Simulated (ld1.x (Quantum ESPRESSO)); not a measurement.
# Cutoff test, sulfur, PAW

* Element: sulfur (S)
* Generator: ld1.x (Quantum ESPRESSO) 7.5
* Type: PAW
* Functional: PBEsol
* Relativity: scalar-relativistic
* Frozen core: [Ne]
* Valence charge: 6
* Reference configuration: 3s1 3p5
* Partial waves: 3s (bound): rcut 1.15, rcutus 1.50 bohr; 3s channel at -0.35 Ry: rcut 1.15, rcutus 1.50 bohr; 3p (bound): rcut 1.10, rcutus 1.20 bohr; 3p channel at 4.3 Ry: rcut 1.10, rcutus 1.20 bohr; 3d channel at -0.05 Ry: rcut 1.25, rcutus 1.35 bohr; 3d channel at 1.3 Ry: rcut 1.25, rcutus 1.35 bohr
* Local potential: all-electron potential smoothed inside 1.00 bohr (lloc = -1)
* Core correction: a·sin(br)/r model core, default radius (ld1.x builds one for every PAW set, though the input has nlcc=.false.)
* Augmentation charge: PSQ, inside the norm-conserving radii

The pseudo-atom Hamiltonian at the reference potential is diagonalised in spherical Bessel functions j_l(qr) that vanish at 20 bohr, with q² up to the cutoff. All-electron valence levels (Ry): 3s -1.3135, 3p -0.5534.

Q: How do the lowest levels (Ry) of each channel move with the cutoff, and are there ghosts?

A:

| cutoff (Ry) | s #1 | p #1 | d #1 | f #1 | Σ f·Δε (mRy) |
| --- | --- | --- | --- | --- | --- |
| 8 | -1.3055 | -0.5325 | 0.0716 | 0.1178 | 113.1 |
| 10 | -1.3077 | -0.5439 | 0.0715 | 0.1178 | 53.9 |
| 12 | -1.3103 | -0.5468 | 0.0714 | 0.1178 | 36.7 |
| 18 | -1.3132 | -0.5475 | 0.0713 | 0.1178 | 30.1 |
| 21 | -1.3133 | -0.5486 | 0.0712 | 0.1178 | 24.8 |
| 25 | -1.3133 | -0.5505 | 0.0712 | 0.1178 | 15.1 |
| 30 | -1.3133 | -0.5521 | 0.0711 | 0.1178 | 7.2 |
| 35 | -1.3135 | -0.5530 | 0.0711 | 0.1178 | 2.7 |
| 45 | -1.3135 | -0.5534 | 0.0711 | 0.1178 | 0.7 |
| 50 | -1.3135 | -0.5534 | 0.0711 | 0.1178 | 0.7 |
| 55 | -1.3135 | -0.5534 | 0.0711 | 0.1178 | 0.6 |
| 400 | -1.3136 | -0.5535 | 0.0711 | 0.1178 | 0.0 |

Result: no extra level below or beside the all-electron valence levels (s, p, d, f tested); 10 mRy is reached at 30 Ry and 1 mRy at 45 Ry.
